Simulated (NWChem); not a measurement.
CNO anion

```xyz
3

N      0.0000     0.0000     1.2618
C      0.0000     0.0000     0.0709
O      0.0000     0.0000    -1.1594
```
Atoms are numbered in this order, from 1.

Results from NWChem. Coordinates come from a B3LYP/def2-SVPD optimisation. Level: PBE0/aug-cc-pVDZ with SMD (1 M gas to 1 M solution), gas-phase geometry. Reactions with the solvent are ignored.

```json
[
 {"solvent": "water", "dielectric constant": "78.4", "solvation free energy (kcal/mol)": "-65.3", "cavity-dispersion-structure term (kcal/mol)": "5.0"},
 {"solvent": "acetonitrile", "dielectric constant": "35.7", "solvation free energy (kcal/mol)": "-61.8", "cavity-dispersion-structure term (kcal/mol)": "…"},
 {"solvent": "ethanol", "dielectric constant": "24.9", "solvation free energy (kcal/mol)": "-62.8", "cavity-dispersion-structure term (kcal/mol)": "4.6"},
 {"solvent": "ethylene glycol", "dielectric constant": "40.2", "solvation free energy (kcal/mol)": "-61.9", "cavity-dispersion-structure term (kcal/mol)": "7.5"}
]
```

**Question.** Complete the blanks.

**Answer.** 
- acetonitrile, cavity-dispersion-structure term (kcal/mol): 2.1
